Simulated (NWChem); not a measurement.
The numbers come from NWChem runs, not from measurements. System: H3Ga, charge 1, spin multiplicity 2, at the geometry of a parent with another charge or spin, in a state set for the comparison that need not be this species' ground state. Its SCF solution wasn't tested for a lower state. Level: UB3LYP/pcseg-2, VWN1-RPA local correlation.

Input file:

```
start mol
memory heap 200 mb stack 900 mb global 1100 mb
charge 1
geometry units angstroms nocenter noautoz
  Ga     0.000000     0.000000     0.000001
  H      0.000000     0.000000     1.573530
  H      1.362700     0.000000    -0.786774
  H     -1.362700     0.000000    -0.786774
  symmetry group C2v
end
basis spherical
  * library pcseg-2
end
dft
  xc b3lyp
  odft
  mult 2
  semidirect memsize 60000000 filesize 0
  iterations 100
end
task dft energy
```

Part of the output:

```
             Northwest Computational Chemistry Package (NWChem) 7.3.0
             --------------------------------------------------------

                                NWChem Input Module
                                -------------------

 Scaling coordinates for geometry "geometry" by  1.889725989
 (inverse scale =  0.529177249)

 Turning off AUTOSYM since
 SYMMETRY directive was detected!

                             Geometry "geometry" -> ""
                             -------------------------

 Output coordinates in angstroms (scale by  1.889725989 to convert to a.u.)

  No.       Tag          Charge          X              Y              Z
 ---- ---------------- ---------- -------------- -------------- --------------
    1 Ga                  31.0000     0.00000000     0.00000000     0.00000100
    2 H                    1.0000     0.00000000     0.00000000     1.57353000
    3 H                    1.0000     1.36270000     0.00000000    -0.78677400
    4 H                    1.0000    -1.36270000     0.00000000    -0.78677400

 Effective nuclear repulsion energy (a.u.)      31.8584725412

            Nuclear Dipole moment (a.u.)
            ----------------------------
        X                 Y               Z
 ---------------- ---------------- ----------------
     0.0000000000     0.0000000000     0.0000245664

      Symmetry information
      --------------------

 Group name             C2v
 Group number             16
 Group order               4
 No. of unique centers     3

      Symmetry unique atoms

     1    2    3


 Summary of "ao basis" -> "" (spherical)
 ------------------------------------------------------------------------------
       Tag                 Description            Shells   Functions and Types
 ---------------- ------------------------------  ------  ---------------------
 *                          pcseg-2                   on all atoms

                                 NWChem DFT Module
                                 -----------------

 Summary of "ao basis" -> "ao basis" (spherical)
 ------------------------------------------------------------------------------
       Tag                 Description            Shells   Functions and Types
 ---------------- ------------------------------  ------  ---------------------
 Ga                         pcseg-2                 15       43   6s5p3d1f
 H                          pcseg-2                  6       14   3s2p1d

 Summary of "ao basis" -> "ao basis" (spherical)
 ------------------------------------------------------------------------------
       Tag                 Description            Shells   Functions and Types
 ---------------- ------------------------------  ------  ---------------------
 Ga                         pcseg-2                 15       43   6s5p3d1f
 H                          pcseg-2                  6       14   3s2p1d

      Symmetry analysis of basis
      --------------------------

        a1         36
        a2          9
        b1         23
        b2         17

            General Information
            -------------------
          SCF calculation type: DFT
          Wavefunction type:  spin polarized.
          No. of atoms     :     4
          No. of electrons :    33
           Alpha electrons :    17
            Beta electrons :    16
          Charge           :     1
          Spin multiplicity:     2
          Use of symmetry is: on ; symmetry adaption is: on
          Maximum number of iterations: 100
[...]
  ----- ------------  ---------------      ----- ------------  ---------------
     5      0.555365  1 Ga s                  6      0.344803  1 Ga s
     4     -0.286328  1 Ga s                  3     -0.210139  1 Ga s
    44      0.122385  2 H  s                 45      0.120269  2 H  s
    58      0.110649  3 H  s                 72      0.110649  4 H  s
    59      0.107636  3 H  s                 73      0.107636  4 H  s

 Vector   16  Occ=1.000000D+00  E=-5.562221D-01  Symmetry=b1
              MO Center=  1.2D-15,  1.3D-16, -5.0D-01, r^2= 2.4D+00
   Bfn.  Coefficient  Atom+Function         Bfn.  Coefficient  Atom+Function
  ----- ------------  ---------------      ----- ------------  ---------------
    16      0.322001  1 Ga px                59      0.243555  3 H  s
    73     -0.243555  4 H  s                 10     -0.214300  1 Ga px
    58      0.205527  3 H  s                 72     -0.205527  4 H  s
    13      0.154579  1 Ga px                25     -0.100144  1 Ga d  1
    60      0.075799  3 H  s                 74     -0.075799  4 H  s

 Vector   17  Occ=0.000000D+00  E=-5.140073D-01  Symmetry=a1
              MO Center= -3.6D-15, -9.0D-16,  4.4D-01, r^2= 2.5D+00
   Bfn.  Coefficient  Atom+Function         Bfn.  Coefficient  Atom+Function
  ----- ------------  ---------------      ----- ------------  ---------------
    18      0.298848  1 Ga pz                45      0.280895  2 H  s
    44      0.227758  2 H  s                 12     -0.206369  1 Ga pz
    59     -0.149608  3 H  s                 73     -0.149608  4 H  s
    15      0.147190  1 Ga pz                58     -0.126625  3 H  s
    72     -0.126625  4 H  s                 24     -0.104482  1 Ga d  0

 Vector   18  Occ=0.000000D+00  E=-3.192709D-01  Symmetry=b2
              MO Center= -2.0D-17, -1.7D-16,  5.3D-02, r^2= 2.9D+00
   Bfn.  Coefficient  Atom+Function         Bfn.  Coefficient  Atom+Function
  ----- ------------  ---------------      ----- ------------  ---------------
    17      0.679221  1 Ga py                11     -0.271865  1 Ga py
    20      0.262741  1 Ga py                14      0.192725  1 Ga py
     8      0.083805  1 Ga py                33      0.025664  1 Ga d -1
    51      0.025150  2 H  py

 Vector   19  Occ=0.000000D+00  E=-2.081488D-01  Symmetry=a1
              MO Center= -1.1D-14, -1.9D-16,  1.6D-01, r^2= 4.5D+00
   Bfn.  Coefficient  Atom+Function         Bfn.  Coefficient  Atom+Function
  ----- ------------  ---------------      ----- ------------  ---------------
     6      1.507618  1 Ga s                 46     -0.678098  2 H  s
    60     -0.524952  3 H  s                 74     -0.524952  4 H  s
     5      0.444641  1 Ga s                 45     -0.318469  2 H  s
    59     -0.259337  3 H  s                 73     -0.259337  4 H  s
     4     -0.234800  1 Ga s                  3     -0.159914  1 Ga s

   alpha - beta orbital overlaps
   -----------------------------

   alpha      1      2      3      4      5      6      7      8      9     10
    beta      1      2      3      4      5      6      7      8      9     10
 overlap   1.000  1.000  1.000  1.000  1.000  1.000  1.000  1.000  1.000  0.966

   alpha     11     12     13     14     15     16     17     18     19     20
    beta     11     13     14     12     15     17     16     18     19     20
 overlap   1.000  1.000  0.966  1.000  0.963  0.963  0.999  1.000  0.979  0.999

   alpha     21     22     23     24     25     26     27     28     29     30
    beta     21     22     23     24     26     25     27     28     29     30
 overlap   0.984  0.986  0.990  1.000  0.821  0.822  1.000  0.978  0.999  0.985

   alpha     31     32     33     34     35     36     37     38     39     40
    beta     31     32     33     34     35     36     37     38     40     39
 overlap   0.985  0.999  0.993  0.998  0.973  0.998  0.985  0.971  0.965  0.948

   alpha     41     42     43     44     45     46     47     48     49     50
    beta     41     42     44     43     45     47     46     48     49     50
 overlap   0.965  0.949  0.990  0.998  1.000  0.996  0.986  0.995  0.992  0.998

   alpha     51     52     53     54     55     56     57     58     59     60
    beta     51     52     53     54     55     56     57     58     60     59
 overlap   0.936  0.936  1.000  0.994  1.000  0.988  1.000  0.884  0.884  1.000

   alpha     61     62     63     64     65     66     67     68     69     70
    beta     61     62     63     64     65     66     68     67     69     70
 overlap   0.955  0.987  0.990  0.955  0.980  0.958  0.976  0.937  0.966  0.962

   alpha     71     72     73     74     75     76     77     78     79     80
    beta     71     72     73     74     75     76     78     77     79     80
 overlap   0.965  0.999  0.981  0.980  0.996  0.936  0.994  0.937  1.000  1.000

   alpha     81     82     83     84     85
    beta     81     82     83     84     85
 overlap   0.992  0.998  0.993  1.000  1.000

     --------------------------
     Expectation value of S2:
     --------------------------
      <S2> =      0.7590 (Exact =     0.7500)

 center of mass
 --------------
 x =   0.00000000 y =   0.00000000 z =   0.00000133

 moments of inertia (a.u.)
 ------------------
          13.366799215211           0.000000000000           0.000000000000
           0.000000000000          26.733163903900           0.000000000000
           0.000000000000           0.000000000000          13.366364688688

     Multipole analysis of the density
     ---------------------------------

     L   x y z        total         alpha         beta         nuclear
     -   - - -        -----         -----         ----         -------
     0   0 0 0      1.000000    -17.000000    -16.000000     34.000000

     1   1 0 0     -0.000000     -0.000000      0.000000      0.000000
     1   0 1 0     -0.000000     -0.000000      0.000000      0.000000
     1   0 0 1      0.507159     -0.245595      0.752730      0.000025

     2   2 0 0    -11.345850    -13.398252    -11.210183     13.262585
     2   1 1 0      0.000000      0.000000      0.000000      0.000000
     2   1 0 1      0.000000      0.000000     -0.000000      0.000000
     2   0 2 0     -9.983230     -5.335904     -4.647326      0.000000
     2   0 1 1     -0.000000     -0.000000      0.000000      0.000000
     2   0 0 2     -8.414570    -14.327964     -7.349622     13.263016

 Task  times  cpu:        2.7s     wall:        2.7s

 Total times  cpu:        2.7s     wall:        2.7s
```
